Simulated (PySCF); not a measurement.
These 2 structures share the formula C4H3FN2. Method: PBE0-D3(BJ)/def2-SVP geometry optimisation, gas phase in PySCF 2.14.0. Energies are electronic, without zero-point or thermal terms, for one conformer each. No frequencies were run at this level. Point groups hold within 0.08 Å.

Question: Order them by energy at this level, lowest first, and give relative energies in kcal/mol.
A. `Fc1cnccn1`
B. `FC1=NC=CC=N1` (2-fluoropyrimidine)

Answer: B (0.0), A (7.8).

```json
{"SMILES": "Fc1ncccn1", "E (Eh)": "-362.91407", "E rel (kcal/mol)": "0.0", "dipole (D)": "3.69", "point group": "C2v", "A, B, C (MHz)": "6142, 2844, 1944"}
{"SMILES": "Fc1cnccn1", "E (Eh)": "-362.90163", "E rel (kcal/mol)": "7.8", "dipole (D)": "1.32", "point group": "Cs", "A, B, C (MHz)": "6103, 2776, 1908"}
```

How do the relative energies change in single points at B97-2/pcSseg-2 (no added dispersion term) on the same geometries?

```tsv
SMILES	PBE0-D3(BJ)/def2-SVP (kcal/mol)	B97-2/pcSseg-2 (kcal/mol)	shift
Fc1ncccn1	0.0	0.0	0.0
Fc1cnccn1	7.8	7.6	-0.2
```

Each column counts from its own lowest isomer. The order is unchanged; the largest shift is 0.2 kcal/mol.
